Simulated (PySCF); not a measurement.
## What binds GeH: the parts of the energy along the bond

State: ²Π, doublet, unpaired electrons π ↑. ROHF-based CCSD(T) in PySCF 2.14 with Ge cc-pwCVDZ-PP with ECP10, H aug-cc-pVDZ and Ge cc-pwCVTZ-PP with ECP10, H aug-cc-pVTZ (frozen core orbitals: 4; scalar-relativistic core potentials). Correlation energies are extrapolated as n⁻³ (n = 2, 3), Hartree–Fock as (n+1)·exp(−9√n). All energies in eV from Ge + H.

```tsv
R (Å)	HF/CBS	CCSD corr.	(T)	total
1.4162	-1.714	-0.967	-0.0263	-2.707
1.4805	-1.883	-0.956	-0.0272	-2.866
1.5449	-1.960	-0.950	-0.0287	-2.938
1.6093	-1.967	-0.948	-0.0306	-2.945
1.6737	-1.920	-0.949	-0.0330	-2.902
1.7541	-1.805	-0.956	-0.0365	-2.798
1.8346	-1.647	-0.968	-0.0408	-2.656
```

A fit to the total gives Re = 1.5837 Å, De = 2.949 eV, ωe = 1903.4 cm⁻¹, Be = 6.760 cm⁻¹ (masses 73.9212 and 1.0078 u).

Task: At R = 1.6093 Å the CCSD correlation energy is -0.321010 hartree in the smaller basis and -0.530298 in the larger. Extrapolate it.

Result: (3³·E3 − 2³·E2)/(3³ − 2³) = -0.61842 hartree; the larger basis holds 85.8 % of it.

The T1 diagnostic is 0.015. The state was picked by a PBE0 search and need not be the measured ground state. Spin–orbit coupling, excitations beyond (T) and corrections to the Born–Oppenheimer picture are left out.
